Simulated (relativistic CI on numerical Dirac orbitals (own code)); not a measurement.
# Hyperfine structure of Pd II, mass number 105

Computed by Dirac-Coulomb-Breit CI, KLI orbitals optimised for each configuration, QED by a radiative potential, valence Slater integrals scaled by 0.85, P86 correlation energy added to each configuration (own radial code, finite nucleus).

CI space (outside the closed core [Kr]): 4d9, 4d8.5s, 4d8.5p, 4d7.5s2, 4d8.6s, 4d8.5d, 4d8.6p, 4d7.5s.5p, 4d8.4f, 4d8.6d, 4d8.5f, 4d8.5g, 4d8.6f, 4d8.6g, 4d7.5s.6s, 4d7.5p2. Levels of other configurations are missing.

Nuclear spin I = 5/2, μ = -0.642 μN, Q = 0.66 b (tables of Stone and Pyykkö). The electronic factors are computed for point nuclear moments, without core polarisation; leaving it out makes A of s and p electrons in near-neutral atoms 20 to 40 % too small, and it can dominate for d and f shells.

```csv
Level,E (cm⁻¹),A (MHz),B (MHz)
4d9 2D_5/2,0.0,-124.5,-613
4d9 2D_3/2,3302.8,-288.4,-462
4d8.5s 4F_9/2,25397.8,-415.8,-345
4d8.5s 4F_7/2,27362.2,-209.8,-226
4d8.5s 4F_5/2,29089.4,-119.9,-132
4d8.5s 4F_3/2,30104.7,237.7,-132
4d8.5s 2F_7/2,33022.2,-182.6,-339
4d8.5s 2F_5/2,35373.8,-444.5,-115
```

Levels with J = 0, under 50 % of one LS term, or S terms without an open s electron are left out. Small factors come from cancelling terms and can be off by tens of per cent or more.

For a near-neutral ion this model can misplace configurations by up to about 10,000 cm⁻¹ (more where the count of f electrons changes) and terms by 10 to 25 % of their spread. Rates follow the energies as ν³ (E1, M1) or ν⁵ (E2), so they and the lifetimes can be off by large factors. The fine structure of a lone outer electron comes out too small, for d and f at times inverted, and misplaced configurations move strength between like terms. 16 of the 36 excited levels that our extract of the measured tables holds in this range could be paired (the sources list more); they are missed by 994 cm⁻¹ on average and 2379 at most, and levels without a partner can miss by more.

**Question.** Give the hyperfine levels of 4d9 2D_5/2 relative to its centre of gravity.

**Answer.** With K = F(F + 1) − I(I + 1) − J(J + 1), E = AK/2 + B[¾K(K + 1) − I(I + 1)J(J + 1)]/[2I(2I − 1)J(2J − 1)]: F = 0: 660.7, F = 1: 683.2, F = 2: 673.1, F = 3: 520.1, F = 4: 58.77, F = 5: -931.4 MHz.

LS names give the leading component of a level, which can be under half, so a name can repeat, a term be missing and a line seem to break the LS rules.
